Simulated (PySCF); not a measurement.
Isomers of C8H7Br, one conformer each; single-point electronic energies without zero-point terms and without any empirical dispersion term.

Computed with PySCF at B3LYP/def2-SVPD, non-relativistic, each on one gas-phase PBE0-D3(BJ)/def2-SVP geometry that isn't relaxed in the solvent. The solvent is an IEF-PCM continuum (Bondi radii, 1.10 Å for H, scaled by 1.2). The model holds no explicit solvent molecules, cavitation or dispersion. Spin–orbit coupling is left out although an atom past zinc is present.

| isomer | relative energy, gas (kJ/mol) | dipole (D) |
| --- | --- | --- |
| `c1cc(ccc1Br)C=C` | 0.0 | 1.62 |
| `Br[C@]12[C@H]3[C@@H]4C5[C@H]3[C@H]1[C@@H]5[C@@H]42` | 475.3 | 2.41 |

How do the relative energies look in dimethylsulfoxide (ε = 46.83)?

| isomer | relative energy, solvent (kJ/mol) | E(solvent) − E(gas) (kJ/mol) | dipole in solvent (D) |
| --- | --- | --- | --- |
| `c1cc(ccc1Br)C=C` | 0.0 | -14.9 | 2.21 |
| `Br[C@]12[C@H]3[C@@H]4C5[C@H]3[C@H]1[C@@H]5[C@@H]42` | 480.3 | -9.9 | 3.26 |

The order is unchanged. Conformers: `[CH2:1]=[CH:2][c:3]1[cH:4][cH:5][c:6]([Br:7])[cH:8][cH:9]1` with C1–C2–C3–C4 180°. `c1cc(ccc1Br)C=C` gains most from the continuum, while `Br[C@]12[C@H]3[C@@H]4C5[C@H]3[C@H]1[C@@H]5[C@@H]42` has the largest gas-phase dipole. The gains span 5.0 kJ/mol, the gas-phase energies 475.3 kJ/mol.
